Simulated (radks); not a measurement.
Results of a calculation; reference values are marked as such.
Coulomb parameter of the 4f shell of neutral terbium in the model configuration [Xe] 4f7 6s2 6p2, as a second difference U = [E(n + 0.25) + E(n - 0.25) - 2 E(n)] / (0.25)^2 with all orbitals relaxed. "Bare": the charge of the atom changes with n. "Screened": the 6p shell takes up the change at fixed total charge, which measures U(4f,4f) + U(6p,6p) - 2 U(4f,6p). Level of theory: Dirac Kohn-Sham, PBE, spin-unpolarised, spherical densities, finite nucleus; open shells are shared between the two j in proportion to 2j + 1; Fermi nuclear charge, rms radius 5.06 fm (a radial shooting solver on a logarithmic mesh with Libxc functionals).

case                     configuration  E - E(n) (eV)
start                 [Xe] 4f7 6s2 6p2          0.000
bare +0.25         [Xe] 4f7.25 6s2 6p2         -5.177
bare -0.25         [Xe] 4f6.75 6s2 6p2          6.205
screened +0.25  [Xe] 4f7.25 6s2 6p1.75         -4.587
screened -0.25  [Xe] 4f6.75 6s2 6p2.25          5.229

U(bare) = 16.456 eV, U(screened by 6p) = 10.273 eV, against the Slater integral F0(4f,4f) = 31.843 eV with frozen orbitals. The step up makes a negative ion, whose loosely bound charge lowers the bare value.
